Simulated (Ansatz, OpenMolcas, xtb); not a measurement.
SnH3OF (SMILES [OH][SnH2][F]): the vertical energy of the triplet above the singlet, rung by rung

SnH3OF has 6 atoms, charge 0, and is taken as a singlet. As SMILES, `[OH][SnH2][F]`. The shape is that of a PBE0-D4/def2-TZVP optimisation. This is one conformer, not always the lowest.

Each level gives the vertical energy of the triplet above the singlet (eV). The values are calculated.

| level | kind | program | value (eV) | less CCSD(T)/def2-SVPD | CPU time (all runs) |
| --- | --- | --- | --- | --- | --- |
| GFN0-xTB | semi-empirical | xtb | 5.49 | -1.20 | under 2 s |
| HF/def2-SVPD (core potential) | Hartree–Fock | Ansatz | 5.86 | -0.83 | 31 s |
| SVWN5/def2-SVPD (core potential) | LDA | OpenMolcas | 5.70 | -0.99 | 1.8 min |
| BHLYP/def2-SVPD (core potential) | global hybrid | Ansatz | 6.32 | -0.37 | 33 s |
| CAM-B3LYP/def2-SVPD (core potential) | range-separated hybrid | Ansatz | 6.43 | -0.26 | 41 s |
| HSE06/def2-SVPD (core potential) | range-separated hybrid | Ansatz | 6.22 | -0.47 | 49 s |
| PBE-QIDH/def2-SVPD (core potential) | double hybrid | Ansatz | 6.65 | -0.04 | 45 s |
| RPA@PBE/def2-SVPD (core potential) | RPA | Ansatz | 6.32 | -0.37 | 51 s |
| MP2/def2-SVPD (core potential) | perturbation theory | Ansatz | 7.05 | +0.36 | 33 s |
| CCSD(T)/def2-SVPD (core potential) | coupled cluster or CI | Ansatz | 6.69 | 0.00 | 5.8 min |

Differences are taken from CCSD(T)/def2-SVPD (core potential) for orientation; it has basis-set and higher-order errors of its own. Spin-orbit coupling, which can split open shells on such heavy atoms by tenths of an eV, is left out. The values span 5.49 to 7.05 eV. The xTB rows lack spin polarisation, so open shells miss the exchange term that lowers them. In the correlated wave-function rows the outer d shell of Sn is correlated, in sets not made for it. Times are those of the runs behind each value, whatever else they computed, on shared processors of several kinds: orders of magnitude only.
